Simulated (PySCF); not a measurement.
Basis-set dependence of population analyses: `B1OBOBO1`

Compound: B3H3O3.
Geometry (PBE0-D3(BJ)/def2-SVP, Å), atoms numbered from 1 in this order:
```xyz
9
B3H3O3 angstrom
B     -0.640    1.176    0.234
O     -1.337   -0.003    0.173
B     -0.686   -1.186   -0.063
O      0.671   -1.182   -0.251
B      1.380   -0.010   -0.198
O      0.718    1.165    0.047
H     -1.213    2.210    0.452
H     -1.302   -2.217   -0.104
H      2.570   -0.011   -0.366
```

PBE0 throughout (PySCF), one geometry, spherical d and f functions. Geometry: PBE0-D3(BJ)/def2-SVP; no solvent, vibrations or thermal averaging. Atoms taken as equivalent share a column and are averaged.

Mulliken charges (e):

```json
{"basis": "STO-3G", "functions": "33", "B1/B3/B5": "+0.318", "O2/O4/O6": "-0.279", "H7/H8/H9": "-0.039"}
{"basis": "6-31G", "functions": "60", "B1/B3/B5": "+0.565", "O2/O4/O6": "-0.553", "H7/H8/H9": "-0.011"}
{"basis": "pcSseg-0", "functions": "60", "B1/B3/B5": "+0.622", "O2/O4/O6": "-0.668", "H7/H8/H9": "+0.046"}
{"basis": "6-31G*", "functions": "90", "B1/B3/B5": "+0.386", "O2/O4/O6": "-0.368", "H7/H8/H9": "-0.018"}
{"basis": "cc-pVDZ", "functions": "99", "B1/B3/B5": "+0.109", "O2/O4/O6": "-0.066", "H7/H8/H9": "-0.043"}
{"basis": "def2-SVP", "functions": "99", "B1/B3/B5": "+0.155", "O2/O4/O6": "-0.116", "H7/H8/H9": "-0.038"}
{"basis": "aug-cc-pVDZ", "functions": "165", "B1/B3/B5": "-0.176", "O2/O4/O6": "-0.351", "H7/H8/H9": "+0.527"}
{"basis": "6-311+G(2d,p)", "functions": "180", "B1/B3/B5": "+0.806", "O2/O4/O6": "-0.851", "H7/H8/H9": "+0.045"}
{"basis": "def2-TZVP", "functions": "204", "B1/B3/B5": "+0.240", "O2/O4/O6": "-0.266", "H7/H8/H9": "+0.026"}
{"basis": "cc-pVTZ", "functions": "222", "B1/B3/B5": "+0.180", "O2/O4/O6": "-0.169", "H7/H8/H9": "-0.011"}
{"basis": "IGLO-III", "functions": "240", "B1/B3/B5": "+0.584", "O2/O4/O6": "-0.528", "H7/H8/H9": "-0.056"}
```

IAO charges (e):

| basis | functions | B1/B3/B5 | O2/O4/O6 | H7/H8/H9 |
| --- | --- | --- | --- | --- |
| STO-3G | 33 | +0.295 | -0.298 | +0.003 |
| 6-31G | 60 | +0.383 | -0.408 | +0.025 |
| pcSseg-0 | 60 | +0.378 | -0.394 | +0.016 |
| 6-31G* | 90 | +0.431 | -0.435 | +0.004 |
| cc-pVDZ | 99 | +0.412 | -0.420 | +0.009 |
| def2-SVP | 99 | +0.416 | -0.419 | +0.003 |
| aug-cc-pVDZ | 165 | +0.418 | -0.428 | +0.010 |
| 6-311+G(2d,p) | 180 | +0.425 | -0.435 | +0.009 |
| def2-TZVP | 204 | +0.430 | -0.437 | +0.007 |
| cc-pVTZ | 222 | +0.429 | -0.436 | +0.007 |
| IGLO-III | 240 | +0.428 | -0.437 | +0.008 |

Q: Which scheme is steadiest as the basis changes?

A: Largest range over the bases for any column: IAO 0.14 e, Mulliken 0.98 e. IAO charges move least and Mulliken charges most, counted in e. Without the minimal STO-3G basis the ranges are IAO 0.05, Mulliken 0.98 e.

Q: How much do the charges still move between the two largest bases, cc-pVTZ and IGLO-III?

A: At most, over all atoms: Mulliken 0.404 e, IAO 0.001 e.

Q: What do the same runs give for the total energy and the frontier levels?

A: 
```csv
basis,energy (Eh),HOMO (eV),LUMO (eV)
STO-3G,-297.9941,-6.62,2.30
6-31G,-301.8393,-9.58,-0.71
pcSseg-0,-301.2721,-9.80,-0.79
6-31G*,-301.9557,-9.47,-0.27
cc-pVDZ,-301.9724,-9.52,-0.45
def2-SVP,-301.7374,-9.60,-0.53
aug-cc-pVDZ,-301.9868,-9.65,-0.67
"6-311+G(2d,p)",-302.0516,-9.69,-0.67
def2-TZVP,-302.0792,-9.62,-0.58
cc-pVTZ,-302.0688,-9.62,-0.55
IGLO-III,-302.0852,-9.65,-0.63
```
